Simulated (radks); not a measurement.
Polarisability of the erbium ion Er3+, [Xe] 4f11, at imaginary frequency. Method: scalar-relativistic Kohn-Sham, exchange-only LDA, spin-polarised, spherical densities, finite nucleus; open shells are filled with parallel spins first (spin-orbit coupling, left out, can overturn this in heavy ions); Fermi nuclear charge, rms radius 5.2516 fm; computed with a radial shooting solver on a logarithmic mesh with Libxc functionals. Response by self-consistent Sternheimer equations with the Hartree and adiabatic exchange-only LDA kernel, the relativistic mass of each level held fixed and spin-orbit coupling left out.

| w (hartree) | alpha1(iw) (bohr^3) |
|---|---|
| 0.00266 | 5.129 |
| 0.0143 | 5.128 |
| 0.0360 | 5.120 |
| 0.0697 | 5.096 |
| 0.118 | 5.039 |
| 0.186 | 4.922 |
| 0.280 | 4.719 |
| 0.413 | 4.406 |
| 0.605 | 3.958 |
| 0.892 | 3.336 |
| 1.35 | 2.530 |
| 2.12 | 1.646 |
| 3.59 | 0.8806 |
| 6.94 | 0.3618 |
| 17.5 | 0.08938 |

Static values: alpha1 = 5.129 bohr^3 (0.7601 angstrom^3; uncoupled 10.27). C6 = 26.55, triple-dipole C9 = 92.85 atomic units. One-pole (London) frequency 4 C6 / (3 alpha1^2) = 1.345 hartree, against 1.197 for minus the highest occupied eigenvalue.
